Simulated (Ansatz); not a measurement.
# One step, several reactants

Four-centre ligand exchange, with the halogen changed down its group and all else kept; in the first member these bonds form or tighten: F–Si, H–H; these break or loosen: F–H, H–Si.

Gas-phase electronic energies, without zero-point energy, by CCSD(T) at an estimated basis limit (MP2 extrapolated from triple and quadruple zeta, plus CCSD(T) − MP2 in triple zeta); Ansatz 0.2.0, def2-TZVPP and QZVPP, frozen cores, on PBE0-D4/def2-TZVP structures. Extrapolation: Hartree–Fock as exp(−7.88 √X), correlation as X^−2.97. All energies, in kJ/mol, count from the separated reactants, without counterpoise correction; the start and end structures are the complexes reached by relaxing down from the saddle, and deeper ones may exist. Brackets give SMILES, or, where every atom is bracketed, only which atoms are joined. Steps whose reference was doubtful or whose search ended elsewhere are left out.

| reactants | products | start structure | saddle | end structure |
| --- | --- | --- | --- | --- |
| Si₂H₆O ([SiH3][O][SiH3]) + HF | Si₂H₅OF ([F][SiH2][O][SiH3]) + H₂ | -8.9 | 124.9 | -137.1 |
| Si₂H₆O ([SiH3][O][SiH3]) + HCl | Si₂H₅ClO ([SiH3][O][SiH2][Cl]) + H₂ | -8.1 | 134.2 | -95.3 |
| Si₂H₆O ([SiH3][O][SiH3]) + HBr | Si₂H₅BrO ([SiH3][O][SiH2][Br]) + H₂ | -9.5 | ? | -92.2 |

Q: What is the height of the saddle for Si₂H₆O ([SiH3][O][SiH3]) + HBr? (Judge from chemistry; the value comes from the calculation.)

A: Computed: 123.9 kJ/mol relative to the separated reactants, the lowest of the series; above its start structure the barrier is 123.9 − (-9.5) ≈ 133.4 kJ/mol.

No T1 diagnostic of these runs exceeds 0.013. The filled d shells of Br are correlated in sets not built for that, so values that involve them are less sure.

For scale, one of the runs: CCSD(T)/def2-TZVPP, 261 basis functions, launched by `ansatz run in.yaml --threads 8 --pin off --events-out ev --progress --plain --max-ram 19148MiB`. The run took 92 s on 8 CPU threads of an AMD EPYC 7B13 (shared host), with 6 GiB of host memory at its peak.
